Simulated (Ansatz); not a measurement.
Two isomers of C2H5FGeO: A = `[F][GeH]1[CH2]C[O]1`, B = `C[C@H]1[O][Ge@@H]1[F]`.

Calculated with Ansatz (gas phase, PBE0-D4/def2-TZVP geometries, no zero-point term in ΔE). CCSD(T)/CBS adds triple-zeta CCSD(T) − MP2 to the extrapolated MP2 energy (def2 sets, frozen cores). Functionals use def2-TZVPP. B3LYP here is the variant with VWN-RPA as its local correlation; programs differ in this. For Ge outer-core shells are correlated without core-valence functions, which leaves a few kJ/mol of doubt a bond. Scalar relativity is left out up to krypton.

A:

```xyz
10

F     0.3989    2.4985    0.5448
Ge    0.0337    0.8550    0.9716
C    -0.8223   -0.1665   -0.4476
C     0.5551   -0.8511   -0.5810
O     1.3460   -0.2505    0.4639
H    -0.2703    0.9095    2.4724
H    -1.6337   -0.8242   -0.1392
H    -1.1315    0.4235   -1.3089
H     1.0214   -0.6621   -1.5523
H     0.5027   -1.9322   -0.4237
```

B:

```xyz
10

C     0.8653    0.3705   -1.1225
C     0.4837    0.0087    0.2774
O    -0.3252    0.9743    0.9783
Ge   -1.2336   -0.5837    0.8308
F    -1.4053   -1.3567    2.3702
H     1.5559    1.2204   -1.0970
H    -0.0005    0.6636   -1.7187
H     1.3688   -0.4643   -1.6146
H     1.3094   -0.3711    0.8835
H    -2.6184   -0.4618    0.2125
```

Which isomer does CCSD(T)/CBS put lower? Give the gap. (Estimate.)

Ansatz gave: A, by 22.4 kcal/mol.

Give E(B) − E(A) in kcal/mol with r2SCAN-D4, B3LYP, PBE-D4, B2PLYP, PBE0-D4, ωB97M-V, MP2/def2-TZVPP. (Best estimate.)

The calculation gave: r2SCAN-D4 20.4, B3LYP 21.0, PBE-D4 19.2, B2PLYP 21.9, PBE0-D4 22.5, ωB97M-V 23.6, MP2/def2-TZVPP 23.3. None reverses the order clearly.

Largest T1 diagnostic: 0.014.

In def2-TZVPP, CCSD(T) changes the Hartree–Fock value by −4.9 kcal/mol (the triples alone add −1.2 kcal/mol) and MP2 by −4.9 kcal/mol. From PBE to PBE0 (25 % exact exchange), in def2-TZVPP and without D4, E(B) − E(A) moves by +3.4 kcal/mol.
